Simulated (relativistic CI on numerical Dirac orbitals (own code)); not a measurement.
## Mn2+ in a cubic cluster: L2,3 absorption with charge transfer

Computed with a charge-transfer multiplet model of a cubic metal-ligand cluster with up to 3 ligand holes, Slater and spin-orbit integrals from Dirac-Coulomb-Breit ions, Slater integrals scaled by 0.8. The ground state mixes d5 with configurations of k ligand holes L, whose averages lie at kΔ + k(k − 1)U_dd/2; a core hole lowers each added d electron by U_cd. 300 K, Lorentzian 0.4 eV and Gaussian 0.3 eV FWHM.

Atomic integrals in eV (Slater integrals scaled, ζ unscaled), ground: F2dd 8.204, F4dd 5.095, zeta_d 0.037; with the core hole: F2dd 8.873, F4dd 5.517, zeta_d 0.052, zeta_core 6.792, F2cd 5.084, G1cd 3.747, G3cd 2.127.

Cluster parameters (eV): Δ = 6.4, U_cd = 7, 10Dq = 1.35, 10Dq(ligand) = 0.1, V(eg) = 2.3, V(t2g) = -1.11, final-state hopping factor = 1.

```
         Case   n_d    d5   d6L  d7L2  d8L3     S
U_dd = 3.8 eV  5.15  0.86  0.14  0.01  0.00  2.50
U_dd = 5.9 eV  5.15  0.86  0.14  0.00  0.00  2.50
  U_dd = 8 eV  5.14  0.86  0.13  0.00  0.00  2.50
```

Weights, n_d and S are thermal averages at 300 K. Photon energies count from the first peak over 30 % of the highest in each spectrum, which can be another peak from case to case. The parameters are a model scan and need not match a compound or its usual spin state. Peaks in eV (height, largest 100):
- U_dd = 3.8 eV: 0.0 (40), 1.8 (100), 2.8 (26), 5.3 (7), 11.0 (14), 12.8 (19), 13.9 (12)
- U_dd = 5.9 eV: 0.0 (39), 1.8 (100), 2.9 (25), 4.7 (8), 5.6 (6), 11.0 (14), 12.8 (20), 13.9 (13)
- U_dd = 8 eV: 0.0 (38), 1.8 (100), 2.9 (27), 4.8 (9), 5.7 (6), 10.9 (14), 12.8 (20), 13.9 (14)

For the case U_dd = 5.9 eV, Δ = 6.4 eV is larger than U_dd = 5.9 eV, the Mott-Hubbard side of the Zaanen-Sawatzky-Allen scheme. With the core hole the configuration with one ligand hole lies at Δ + U_dd − U_cd = 3.2, 5.3, 7.4 eV from the one without, in the order of the table; where this is negative the screened configuration lies lower, though the effective hopping of about 3.7 eV (from the holes of the mixed ground state) mixes the two strongly wherever it is as large as the gap.
